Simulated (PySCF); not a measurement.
In(Cl)2(Me) (CH3Cl2In), SMILES [Cl][In]([CH3])[Cl].

Coordinates come from a B3LYP-D3(BJ)/def2-SVP optimisation. The structure was generated by enumeration; whether it is a known compound was not checked. The def2 effective core potentials stand for the cores of In; spin–orbit coupling is left out.

The numbers are results of TDDFT-PBE/def2-SVPD run with PySCF, not measurements.

Vertical excitations. Gas-phase values at a fixed geometry.

Q: List the lowest excited states. (Estimate from the structure and the level; the computed values follow.)

A: 
```json
[
 {"state": "S1", "energy (eV)": "4.64", "λ (nm)": "267", "f": "0.019", "main pairs": "HOMO−1→LUMO 97 %"},
 {"state": "S2", "energy (eV)": "4.74", "λ (nm)": "262", "f": "0.000", "main pairs": "HOMO−2→LUMO 100 %"},
 {"state": "S3", "energy (eV)": "4.76", "λ (nm)": "261", "f": "0.055", "main pairs": "HOMO→LUMO 90 %"},
 {"state": "S4", "energy (eV)": "5.03", "λ (nm)": "247", "f": "0.001", "main pairs": "HOMO→LUMO+1 84 %, HOMO−3→LUMO 16 %"},
 {"state": "S5", "energy (eV)": "5.04", "λ (nm)": "246", "f": "0.000", "main pairs": "HOMO−1→LUMO+1 100 %"},
 {"state": "S6", "energy (eV)": "5.08", "λ (nm)": "244", "f": "0.022", "main pairs": "HOMO−3→LUMO 83 %, HOMO→LUMO+1 16 %"},
 {"state": "S7", "energy (eV)": "5.39", "λ (nm)": "230", "f": "0.015", "main pairs": "HOMO−2→LUMO+1 86 %"},
 {"state": "S8", "energy (eV)": "5.70", "λ (nm)": "218", "f": "0.001", "main pairs": "HOMO−3→LUMO+1 81 %, HOMO−4→LUMO 16 %"},
 {"state": "S9", "energy (eV)": "6.07", "λ (nm)": "204", "f": "0.005", "main pairs": "HOMO−4→LUMO+1 99 %"},
 {"state": "S10", "energy (eV)": "6.35", "λ (nm)": "195", "f": "0.367", "main pairs": "HOMO−4→LUMO 68 %, HOMO−3→LUMO+1 14 %"},
 {"state": "T1", "energy (eV)": "4.20", "λ (nm)": "295", "f": "0", "main pairs": "HOMO→LUMO 97 %"},
 {"state": "T2", "energy (eV)": "4.33", "λ (nm)": "286", "f": "0", "main pairs": "HOMO−1→LUMO 100 %"},
 {"state": "T3", "energy (eV)": "4.50", "λ (nm)": "275", "f": "0", "main pairs": "HOMO−2→LUMO 99 %"},
 {"state": "T4", "energy (eV)": "4.77", "λ (nm)": "260", "f": "0", "main pairs": "HOMO−3→LUMO 99 %"}
]
```
Triplets are in the Tamm–Dancoff approximation, which puts them higher than full response would, so one can lie above its singlet here.
